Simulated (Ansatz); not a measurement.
A search over several starts for the lowest SCF solution of [MnOF4]- (MnOF4⁻) at the given spin, in a small basis.

```yaml
crystal:
  periodic: [false, false, false]
  atoms:
    - {symbol: Mn, position_ang: [0.000218, -0.000437, 0.112736]}
    - {symbol: O, position_ang: [0.003086, -0.006575, 1.636522]}
    - {symbol: F, position_ang: [1.697627, 0.013053, -0.441850]}
    - {symbol: F, position_ang: [-0.012158, 1.701437, -0.429081]}
    - {symbol: F, position_ang: [-1.699269, -0.009590, -0.435529]}
    - {symbol: F, position_ang: [0.010495, -1.697888, -0.442788]}
basis:
  gaussian: {orbitals: def2-SVP, initial_orbitals: start.molden}
total_charge: -1
hamiltonian: {xc: pbe0, dispersion: d4}
output: {orbitals: {seedname: orbitals}}
```

The file start.molden holds the orbitals of an earlier run on this structure, at another level or in another basis.

```sh
$ ansatz run in.yaml --threads 4 --pin off --events-out ev --progress --plain --max-ram 3916MiB
```

Output, abridged:

```
Functional definition: PBE0
993 factors; integrals over basis functions are off by at most 1.5e-3 eV
mean field evaluation 1: about -44203.9539 eV, gradient 1.5e1 eV
mean field evaluation 2: about -44204.3754 eV, gradient 3.5e-1 eV
mean field evaluation 4: about -44204.5423 eV, gradient 2.5e-3 eV
mean field evaluation 8: about -44184.8204 eV, gradient 1.0e2 eV
mean field evaluation 16: about -44204.3759 eV, gradient 3.1e-1 eV
mean field -44204.54231079 eV, -1624.4869670065 hartree, gradient 1.3e-5 eV, S^2 0.000000; 1 other end points of the search recorded, 0 dependent functions left out
reference -44204.54237344 eV, -1624.4869693089 hartree; 35, 35 occupied and 66, 66 virtual orbitals, 993 factors
Total energy: -44204.65632093 eV, -1624.4911568018 hartree
```

Hardware: 4 threads of Arm Neoverse V1 on a shared host. Wall time 1.9 s.

The restricted singlet is unstable towards broken spin symmetry at other levels; at PBE0-D4/def2-SVP this wasn't settled. At PBE0-D4/def2-TZVPD a triplet of charge -1 lies 0.77 eV below the restricted singlet, each at its own geometry.
